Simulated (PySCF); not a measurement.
CsI. Atoms are numbered in the order given.

```xyz
2

Cs     0.0000     0.0000    -1.6589
I      0.0000     0.0000     1.7215
```

Geometry: B3LYP-D3(BJ)/def2-TZVPD. The def2 effective core potentials stand for the cores of Cs, I; spin–orbit coupling is left out.

The numbers are results of C-PCM-M06-2X/def2-TZVPD in PySCF, not measurements.

The values are the electrostatic part of the solvation free energy, E(continuum) − E(gas) at the gas-phase geometry, in a cavity of scaled van der Waals radii (PySCF's table); cavitation and dispersion terms are not included. A continuum can't describe solvent molecules that bind to the metal. In vacuum the orbital gap is 5.08 eV. The dipole moment in vacuum is 12.02 D.

```
solvent              ε  ΔG(elec) (kcal/mol)  dipole (D)  gap (eV)
---------------  -----  -------------------  ----------  --------
water            78.36                -15.6       14.23      6.84
chloroform        4.71                    ?           ?         ?
tetrahydrofuran   7.43                -13.4       13.92      6.60
```

Task: Complete the blanks. (An estimate is asked for; the answer gives what the named calculation found.)

Result: 
- chloroform, ΔG(elec) (kcal/mol): -12.0
- chloroform, dipole (D): 13.73
- chloroform, gap (eV): 6.45
